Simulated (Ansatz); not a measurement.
Program: Ansatz. Geometries: PBE0-D4/def2-TZVP. ΔE: electronic, gas phase. CCSD(T)/CBS is the MP2 limit (def2-TZVPP, def2-QZVPP) plus CCSD(T) − MP2 in def2-TZVPP, frozen cores. This one scheme is used for every species. DFT in def2-TZVPP. One conformer a species, not always the lowest.

Consider the substitution at a C–O bond: `OC(O)(F)N[SiH3]` + H–F → `OC(F)(F)N[SiH3]` + H₂O.

`OC(O)(F)N[SiH3]`:

Z-matrix (Å, degrees):
```
C
O 1 1.377
F 1 1.379 2 108.2
O 1 1.381 2 113.5 3 -113.3
N 1 1.402 2 106.7 3 121.1
H 2 0.963 1 107.7 3 49.7
H 4 0.963 1 106.5 2 -68.9
Si 5 1.741 1 123.3 2 -28.2
H 5 1.007 1 112.2 2 177.5
H 8 1.482 5 111.3 1 74.1
H 8 1.486 5 104.0 1 -168.1
H 8 1.485 5 113.2 1 -49.3
```

H–F:

Z-matrix (Å, degrees):
```
F
H 1 0.920
```

`OC(F)(F)N[SiH3]`:

```xyz
11

O     0.009    1.279   -1.784
C    -0.246    0.182   -1.030
F     0.624   -0.831   -1.310
F    -1.467   -0.329   -1.415
N    -0.175    0.471    0.322
Si    0.410   -0.602    1.556
H    -0.280    1.100   -2.686
H    -0.563    1.369    0.558
H     0.100    0.104    2.824
H     1.872   -0.829    1.451
H    -0.284   -1.912    1.514
```

H₂O:

Cartesian coordinates in Å:
```
O -0.376 0.086 -0.055
H 0.139 -0.594 -0.496
H 0.236 0.508 0.551
```

```
             level  ΔE (eV)
         r2SCAN-D4    -0.06
           ωB97M-V    -0.03
     HF/def2-TZVPP    -0.09
    MP2/def2-TZVPP     0.05
SCS-MP2/def2-TZVPP     0.02
CCSD(T)/def2-TZVPP     0.02
      HF/CBS(def2)    -0.10
     MP2/CBS(def2)     0.06
```

**Question.** What does CCSD(T)/CBS give? (Estimate.)

**Answer.** Computed: +0.02 eV. The listed levels differ from it by -0.08, -0.05, -0.11, 0.03, 0.00, 0.00, -0.12, 0.04 eV.

Largest T1 diagnostic among the species: 0.011.

The D4 term adds +0.04 eV with B3LYP and +0.02 eV with PBE0; it sums over pairs of atoms, weighted by their polarisabilities, and B3LYP, whose exchange is more repulsive, gets the larger term. In def2-TZVPP, CCSD(T) changes the Hartree–Fock value by +0.11 eV (the triples alone add +0.01 eV) and MP2 by +0.14 eV.

B3LYP here is the variant with VWN-RPA as its local correlation; programs differ in this.
